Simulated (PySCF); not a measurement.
C₆H₉O (doublet state).
Atom-mapped SMILES: `[CH2:1]=[C:2][C@@H:3]([CH:4]=[O:5])[CH2:6][CH3:7]` (hydrogens: H8, H9 on C1; H10 on C3; H11 on C4; H12, H13 on C6; H14, H15, H16 on C7)

Geometry (GFN2-xTB, Å), atoms numbered from 1 in this order:
```
atom  x, y, z in Å
C1     1.9498    1.3710    0.4000
C2     1.1345    0.4401    0.0445
C3     0.2323   -0.6781    0.1388
C4     0.5273   -0.8631    1.6198
O5    -0.1188   -0.3742    2.5196
C6    -1.2246   -0.3278   -0.1631
C7    -1.4196    0.0494   -1.6250
H8     2.3343    2.0871   -0.3164
H9     2.3129    1.5227    1.4147
H10    0.5780   -1.5299   -0.4528
H11    1.4586   -1.4243    1.8051
H12   -1.8424   -1.1922    0.0873
H13   -1.5234    0.4974    0.4846
H14   -2.4644    0.2803   -1.8171
H15   -1.1235   -0.7704   -2.2766
H16   -0.8185    0.9210   -1.8749
```

The hyperfine couplings belong to this conformer and change with its torsions.

Computed with PySCF, UKS B3LYP, pcH-1 on C H O, non-relativistic, mean-field spin-orbit, GIAO. One conformer (not necessarily the lowest) at the GFN2-xTB geometry, without solvent, vibrations or thermal averaging. Couplings are sensitive to structure, and on GFN2-xTB geometries they can be far from those on DFT ones. Stability of the SCF solution: not tested.

Q: What is the g tensor, term by term?

A: 
```
                    Δg (ppm)     1     2     3
relativistic mass correction  -173  -173  -173
            gauge correction    21    10    27
   orbital Zeeman/spin–orbit  -778  1200  2766
                       total  -930  1036  2620
```

So g = 2.00139, 2.00336, 2.00494 and g_iso = 2.00323; the tensor is rhombic: the two nearest values differ by 45 % of g3 − g1. Axes: g1 points within 5° of the C1–C2 bond.

Q: What effective moment and Curie constant follow for a powder?

A: With the mean of g² = 4.0129 and S(S+1) = 0.75: μ_eff = √(⟨g²⟩S(S+1)) = 1.735 μB and χT = 0.12505·⟨g²⟩·S(S+1) = 0.376 cm³ K/mol (cgs; spin-Hamiltonian part alone).

Q: At 9.706 GHz, how far is the centre of the isotropic spectrum from where a free electron (g = 2.002319) resonates?

A: B = hν/(g μB) with μB/h = 13.99624 MHz/mT gives 346.33 mT for the free electron and 346.18 mT at g_iso, 0.16 mT lower.

Q: In a frozen sample, at which fields do the three g values resonate at 9.5, 34, 94 and 263 GHz (hyperfine left aside), and which band first spreads them over more than twice a line width of 0.5 mT?

A: 
```
band    GHz  B(g3) mT  B(g2) mT  B(g1) mT  spread mT
   X    9.5    338.54    338.81    339.14       0.60
   Q   34.0   1211.62   1212.58   1213.77       2.15
   W   94.0   3349.77   3352.42   3355.71       5.94
   J  263.0   9372.23   9379.64   9388.86      16.63
```

The spread grows in proportion to the frequency. Q band is the first where it exceeds 1.0 mT.

The Mulliken spin populations are largest on C2 (+0.86), C1 (-0.16), O5 (+0.14) and H9 (+0.09). No atom but C2 exceeds +0.15. The positive populations add up to 1.22 and the negative ones to -0.22, together 2S = 1.

The HOMO–LUMO gaps are 5.01 eV among the α and 4.77 eV among the β orbitals.
